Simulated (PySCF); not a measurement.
HAl, singlet, at a GFN2-xTB geometry (such geometries of metal compounds can be far from the true shape).

Here is a job for PySCF.
```python
from pyscf import gto, scf, dft

mol = gto.M(
    atom='''
Al   -0.000000   -0.000000   -0.115220
H     0.000000    0.000000    1.497855
''',
    basis='pc-1',
    charge=0,
    spin=0,
    verbose=4,
)

mf = dft.RKS(mol)
mf.xc = 'camb3lyp'
mf = mf.density_fit(auxbasis='def2-universal-jkfit')
mf.kernel()
```

What HOMO-LUMO gap does DF-CAMB3LYP/pc-1 run with PySCF give?

6.16 eV

Estimate the number of basis functions that DF-CAMB3LYP/pc-1 returns for this input.

23

Estimate the dipole moment that DF-CAMB3LYP/pc-1 returns for this input.

0.03 D

What is the computed Mulliken (on the basis functions themselves) charges in atom order (DF-CAMB3LYP/pc-1)?

Al1 0.30, H2 -0.30

What is the computed total energy (DF-CAMB3LYP/pc-1)?

-242.9770 Eh
